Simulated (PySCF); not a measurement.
## Computed vibrations of [Gd(H2O)]3+

[Gd(H2O)]3+ (singlet in the valence; each metal's 4f electrons, 7 of them, lie in its core potential, out of spins and levels). PySCF 2.14.0, RKS PBE0, Gd lcecp-1-SVP with ECP53, O def2-SVP, H def2-SVP; non-relativistic Hamiltonian with scalar-relativistic core potentials where named; density fitting; no spin-orbit coupling. Central differences of gradients.

```xyz
4

Gd    0.0000    0.0000   -0.2324
O     0.0000    0.0000    1.9677
H     0.7796    0.0000    2.5971
H    -0.7796    0.0000    2.5971
```

Run from Python with OMP_NUM_THREADS=2. Where DIIS fails, smearing, a level shift and second-order steps follow.
It took 12 s on 2 threads of Arm Neoverse V2, on a shared host.

Task: What are the harmonic wavenumbers and infrared intensities?

Result: Modes are labelled in C2v; negative numbers are unstable modes, those under 60 cm⁻¹ near the noise; a finer grid moves soft modes by up to 10 cm⁻¹.
| cm⁻¹ | km/mol | symmetry |
| --- | --- | --- |
| 465 | 22.2 | a1 |
| 682 | 97.1 | b2 |
| 747 | 431.9 | b1 |
| 1654 | 164.8 | a1 |
| 3399 | 820.9 | a1 |
| 3411 | 578.8 | b2 |

Task: Is this a minimum?

Result: Yes. Ideal gas at 298.15 K and 1 bar: S = 276.7 J/(mol K), Cp = 45.7 J/(mol K), H − H(0 K) = 11.1 kJ/mol (rigid rotor, harmonic modes, spin degeneracy alone, that of the 4f electrons in the core included).

An lcecp potential fixes the number of 4f electrons, so in runs with it no electron can move into or out of that shell.
